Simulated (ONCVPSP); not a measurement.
# Configuration tests for V (Z = 23) (ONCV)

```json
{
 "Element": "vanadium",
 "Generator": "ONCVPSP 4.0.1",
 "Type": "optimised norm-conserving Vanderbilt (ONCV)",
 "Functional": "PBE",
 "Relativity": "scalar-relativistic",
 "Frozen core": "[Ar]",
 "Valence charge": "5",
 "Reference configuration": "3d3 4s2",
 "Partial waves": "4s: rc 2.60 bohr, ncon 4, nbas 9, qcut 2.8 1/bohr, 2 projectors, debl 1.9 Ha; p scattering state at 0.32 Ha: rc 1.90 bohr, ncon 3, nbas 7, qcut 4.3 1/bohr, local; 3d: rc 1.90 bohr, ncon 4, nbas 8, qcut 7.9 1/bohr, 2 projectors, debl 0.4 Ha",
 "Local potential": "the p channel",
 "Core correction": "none"
}
```

Energies are relative to the spin-unpolarised reference configuration 3d3 4s2; without spin polarisation the order of configurations can differ from experiment.

| valence configuration | charge | ΔE all-electron (eV) | error AE − PS (meV) |
| --- | --- | --- | --- |
| 3d3 4s1 | +1 | 7.735 | +9.7 |
| 3d2 4s0 | +3 | 50.928 | +389 |

Q: What are ΔE and the potential's error for 3d3 4s1.5?

A: ΔE = 3.092 eV all-electron; the error (AE − PS) is +0.8 meV.

Q: What are ΔE and the potential's error for 3d3 4s0?

A: ΔE = 22.031 eV all-electron; the error (AE − PS) is +170 meV.

Note: no bound ghost flagged; GHOST(+) flagged for s at 52.0 eV.
